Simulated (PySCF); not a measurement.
Match the calculated data to a structure.

All candidates are C2H6PSi2 (doublet state).

- EPR g: 2.0128 [unrestricted B3LYP/IGLO-III on C P Si, pcH-1 on H, mean-field spin–orbit]
- EPR couplings: largest isotropic hyperfine couplings (means over sets of like nuclei): 31P +113.4, 1H +30.3 (×3), 29Si +30.1, 29Si +27.8, 1H +25.2 (×2) MHz [unrestricted B3LYP/IGLO-III on C P Si, pcH-1 on H, mean-field spin–orbit]
- Dipole: 1.26 D [PBE0-D3(BJ)/def2-SVP]
- Rotational structure: rotational constants A, B, C: 3.017, 1.734, 1.217 GHz [PBE0-D3(BJ)/def2-SVP]

Gas-phase values; electronic properties from PySCF, density fitting. Levels stand in brackets. Geometry: PBE0-D3(BJ)/def2-SVP, one conformer, isolated molecule. Couplings of like nuclei are plain means over topologically equivalent atoms, as if these changed places fast (by rotation of a methyl-like group, say); in this geometry the members of some sets differ.

Question: Which candidate is it?
A. `C#C[SiH2][P][SiH3]` [doublet state]
B. `C#C[SiH2]P[SiH2]` [doublet state]
C. `C#C[SiH]P[SiH3]` [doublet state]

Answer: A. It is `C#C[SiH2][P][SiH3]` [doublet state]. Numbering: `[CH:1]#[C:2][SiH2:3][P:4][SiH3:5]`. The optimised geometry has point group C1 and is an asymmetric top. The largest Mulliken spin population (0.96) sits on a phosphorus bonded to 2 Si [P4]. The couplings belong to: 31P +113.4 MHz, phosphorus bonded to 2 Si [P4]; 1H +30.3 MHz, hydrogen on Si5; 29Si +30.1 MHz, silicon bonded to P and 3 H [Si5]; 29Si +27.8 MHz, silicon bonded to C, P and 2 H [Si3]; 1H +25.2 MHz, hydrogen on Si3.

The others, at the same levels:
- `C#C[SiH2]P[SiH2]` [doublet state] fails: its computed isotropic g value is 2.00430 (against 2.0128), rotational constant A is 3.181 GHz (against 3.017 GHz) and smallest rotational constant is 1.167 GHz (against 1.217 GHz).
- `C#C[SiH]P[SiH3]` [doublet state] fails: its computed isotropic g value is 2.00354 (against 2.0128), rotational constant A is 3.251 GHz (against 3.017 GHz) and dipole moment is 0.84 D (against 1.26 D).

Each candidate is one conformer, not necessarily the lowest. Dipoles, sizes and rotational constants follow the conformer. The torsions of the flexible species, by atom-mapped SMILES:
- `[CH:1]#[C:2][SiH2:3][P:4][SiH3:5]`: C2–Si3–P4–Si5 -48°
- `[CH:1]#[C:2][SiH2:3][PH:4][SiH2:5]`: C2–Si3–P4–Si5 50°
- `[CH:1]#[C:2][SiH:3][PH:4][SiH3:5]`: C2–Si3–P4–Si5 -64°
